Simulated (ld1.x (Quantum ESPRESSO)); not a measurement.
**tellurium (Te): excitation energies, all-electron against TM**

* Element: Te
* Generator: ld1.x (Quantum ESPRESSO) 7.5
* Type: norm-conserving Troullier–Martins (Kleinman–Bylander form)
* Functional: LDA (PZ)
* Relativity: scalar-relativistic
* Frozen core: [Kr] 4d10
* Valence charge: 6
* Reference configuration: 5s2 5p4
* Partial waves: 5p (bound): rc 1.60 bohr; 5s (bound): rc 1.35 bohr
* Local potential: the s channel
* Core correction: a·sin(br)/r model core inside 0.95 bohr

Energies are relative to the spin-unpolarised reference configuration 5s2 5p4; without spin polarisation the order of configurations can differ from experiment. Spin-polarised rows fill each open shell by Hund’s rule, majority spin first.

| valence configuration | charge | ΔE all-electron (eV) | error AE − PS (meV) |
| --- | --- | --- | --- |
| 5s2 5p3 | +1 | 9.916 | -4.4 |
| 5s2 5p1 | +3 | 55.321 | -61 |
| 5s2 5p4.3 | -0.3 | -1.516 | +0.3 |
| 5s2 5p3.5 | +0.5 | 3.985 | -1.3 |
| 5s2 5p0 | +4 | 92.227 | -140 |
| 5s0 5p6 | 0 | 18.915 | -71 |
| 5s2 5p4 (spin-polarised) | 0 | -0.480 | -2.6 |
| 5s2 5p3 (spin-polarised) | +1 | 8.605 | -13 |

(1) What are ΔE and the potential's error for 5s2 5p2?

Levels in the configuration 5s0 5p6:

```
level  all-electron (eV)  pseudo (eV)
   5p             -7.169       -7.186
```

Note: ghost state, extra bound levels that the all-electron valence spectrum of the same l lacks: p at -262.2 eV. A true bound ghost makes a file unfit for plane-wave use.

Answers

(1) ΔE = 28.089 eV all-electron; the error (AE − PS) is -21 meV.
